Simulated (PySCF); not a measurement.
MoO₂F₂, SMILES [O]=[Mo](=[O])([F])[F], multiplicity 1. Geometry optimised at B3LYP-D3(BJ)/def2-SVP. The multiplicity is an assumed one; other spin states were not compared. The def2 effective core potentials stand for the cores of Mo; spin–orbit coupling is left out.

All values below come from B3LYP-D3(BJ)/def2-SVP run with PySCF.

Harmonic wavenumbers (cm⁻¹): 180, 236, 245, 272, 370, 714, 739, 1049, 1072. Rotational constants (GHz): 3.879, 3.463, 3.137; symmetry number 2.

Work out the zero-point energy and the ideal-gas rigid-rotor harmonic-oscillator thermochemistry at 298.15 K and 1 atm.

ZPE = ½ Σ hcν = ½ × 4878 cm⁻¹ = 29.18 kJ/mol. H − E(el) = 46.06 kJ/mol. Entropy in J/(mol K): translation 172.50, rotation 104.85, vibration 38.85, total 316.20. G − E(el) = -48.22 kJ/mol. Cp = 78.74 J/(mol K).
